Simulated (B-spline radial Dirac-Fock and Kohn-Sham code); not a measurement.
K-line shifts caused by a second vacancy in Zr⁺

System: Zr⁺, [Kr] 4d2 5s1, inside a Watson sphere of charge -1 and radius 1.8 Å (a model of the Madelung potential; inside it an electron's potential energy is raised by 8.0 eV).

Level of theory: multi-electron Dirac-Fock with separately optimised hole states, Breit and Lamb-shift corrections added in first order; a radial finite-basis atomic code. Each two-hole energy is an average over J within one jj subconfiguration, not an observable level; in light atoms, where LS coupling holds, the j-resolved values are not observed lines, and for a K spectator the Kα1 hypersatellite is nearly forbidden. Correlation energy is missing from these numbers.

Lines without a spectator: Kα2 (K-L2) 15688.9 eV, Kα1 (K-L3) 15773.4 eV, Kβ3 (K-M2) 17649.6 eV, Kβ1 (K-M3) 17663.4 eV. Shifts in eV with one spectator hole (a dash: not computed, or left out as unreliable):

```csv
spectator hole,Kα2,Kα1,Kβ3,Kβ1
K (1s),+441.1,+449.8,+558.2,+559.9
L2 (2p1/2),+45.5,+56.5,–,+123.0
L3 (2p3/2),+47.8,+46.9,+113.6,–
M2 (3p1/2),–,+5.19,+12.31,+15.34
M3 (3p3/2),+4.17,–,+13.65,+13.07
M4 (3d3/2),+0.04,-1.80,–,–
M5 (3d5/2),-2.04,-0.79,–,–
```

With n spectator holes in 2p, averaged over the 2p shell (energies in eV):

```tsv
n	KαLⁿ	step	hypersatellite KαʰLⁿ
0	15745.2	–	16192.1
1	15794.9	+49.6	16243.1
2	15845.6	+50.8	16295.2
3	15897.6	+51.9	16348.5
4	15950.7	+53.1	16402.9
5	16005.0	+54.3	16458.6
```
